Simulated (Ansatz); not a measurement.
Born–Oppenheimer molecular dynamics of FGaH4 (6 atoms, charge 0, multiplicity 1). It starts from a rough guess of a transition structure, not a stationary point.

Method: Ansatz, UKS BLYP/def2-SVP.

| Item | Value |
| --- | --- |
| ensemble | NVE (velocity Verlet) |
| time step | 0.5 fs |
| steps asked | 150 |
| starting velocities drawn for | 1000 K |
| seed | 993825 |

First frame:

```xyz
6
Properties=species:S:1:pos:R:3
Ga -0.468 -0.294 -0.422
F 0.401 -0.162 1.511
H 0.096 -1.510 -1.178
H -1.885 0.314 -0.417
H 0.857 0.586 0.675
H 1.000 1.068 -0.168
```

(1) How far do the bonds stretch over the last three quarters of this one trajectory? (Pairs bonded in most of those frames.)

## Answers

(1) 
```json
{"bond": "Ga1–H3", "mean (Å)": "1.595", "spread (Å)": "0.063", "shortest": "1.50", "longest": "1.69"}
{"bond": "Ga1–H4", "mean (Å)": "1.595", "spread (Å)": "0.023", "shortest": "1.56", "longest": "1.64"}
{"bond": "Ga1–H6", "mean (Å)": "1.606", "spread (Å)": "0.059", "shortest": "1.51", "longest": "1.70"}
{"bond": "F2–H5", "mean (Å)": "0.952", "spread (Å)": "0.032", "shortest": "0.90", "longest": "1.01"}
```

Mean temperature of the second half: 1120 K. The conserved energy stayed within 0.57 meV per atom of its start (net change 0.26 meV per atom), so the integration is sound. A run of 0.075 ps of so small a system gives no equilibrium averages. The orbitals stay closed-shell, which can raise the energy where a bond breaks towards radicals; this wasn't checked here.

Time of the run: 4 min on 1 thread of Intel(R) Xeon(R) Platinum 8375C CPU @ 2.90GHz (Ice Lake) (shared host), peak memory 0.13 GiB.
